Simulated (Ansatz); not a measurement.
`CC(C)(C)[NH][Sn]([F])([F])[F]`, charge 0, multiplicity 1.

Task: Give a relaxed structure at PBE0-D4/def2-TZVP (Ansatz). (An estimate is asked.)

Result: Computed: 
Z-matrix (Å, degrees):
```
C
C 1 1.521
H 1 1.091 2 110.6
H 1 1.092 2 111.0 3 -120.6
H 1 1.098 2 111.4 3 117.9
C 2 1.526 1 110.2 3 -62.3
C 2 1.526 1 110.0 3 59.4
N 2 1.474 1 107.9 3 175.4
H 6 1.094 2 110.9 1 -58.1
H 6 1.093 2 110.7 1 -178.3
H 6 1.093 2 111.1 1 62.0
H 7 1.091 2 110.5 1 57.9
H 7 1.093 2 110.7 1 177.9
H 7 1.092 2 110.5 1 -62.7
Sn 8 1.982 2 119.5 1 45.0
H 8 1.014 2 112.0 1 177.6
F 15 1.903 8 117.8 2 34.0
F 15 1.892 8 113.4 2 -86.3
F 15 1.896 8 109.6 2 155.9
```
This is one stationary point; other conformers may exist.
